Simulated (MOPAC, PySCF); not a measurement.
CClNSi, SMILES `N#C[Si]Cl` (lower singlet), neutral singlet in the gas phase. This singlet lies 1.73 eV below the relaxed triplet at the level B3LYP/cc-pVTZ // PBE0-D3(BJ)/def2-TZVP (Ansatz).

Cartesian coordinates (Å):
SMILES: N#C[Si]Cl
```xyz
4

N     -1.9255    -0.4147    -0.0006
C     -0.8574     0.0271    -0.0005
Si     0.7562     1.0066    -0.0003
Cl     2.0267    -0.6190     0.0014
```
Charge 0, multiplicity 1.

All levels are single points at this geometry (PBE0-D3(BJ)/def2-TZVP); Pople sets use spherical d functions. Orbital energies aren't observables, and empty levels follow the basis.

| level | HOMO (eV) | LUMO (eV) | gap (eV) | dipole (D) | vertical IE, Delta-SCF (eV) |
|---|---|---|---|---|---|
| PBE-D3(BJ)/def2-TZVP in PySCF | -6.97 | -4.56 | 2.41 | 2.65 | – |
| PBE0-D3(BJ)/def2-TZVP in PySCF | -8.14 | -3.79 | 4.35 | 2.74 | – |
| B3LYP/3-21G in PySCF | -7.87 | -4.07 | 3.79 | 2.19 | – |
| B3LYP/6-311+G** in PySCF | -8.05 | -4.09 | 3.96 | 2.80 | – |
| B3LYP/6-31G* in PySCF | -7.86 | -3.90 | 3.96 | 2.45 | 10.34 |
| B3LYP/LANL2DZ in PySCF | -8.06 | -4.32 | 3.74 | 2.55 | – |
| M06-2X/6-31G* in PySCF | -9.17 | -2.92 | 6.25 | 2.60 | – |
| PBE/6-31G* in PySCF | -6.88 | -4.52 | 2.37 | 2.24 | 10.04 |
| HF/3-21G in PySCF | -10.82 | -0.89 | 9.93 | 2.72 | – |
| HF/6-31G* in PySCF | -10.74 | -0.64 | 10.10 | 2.73 | – |
| AM1 in MOPAC | -8.98 | -1.91 | 7.07 | 1.98 | – |
| PM3 in MOPAC | -9.24 | -2.52 | 6.72 | 2.41 | – |
| PM6 in MOPAC | -8.90 | -2.06 | 6.84 | 3.26 | – |
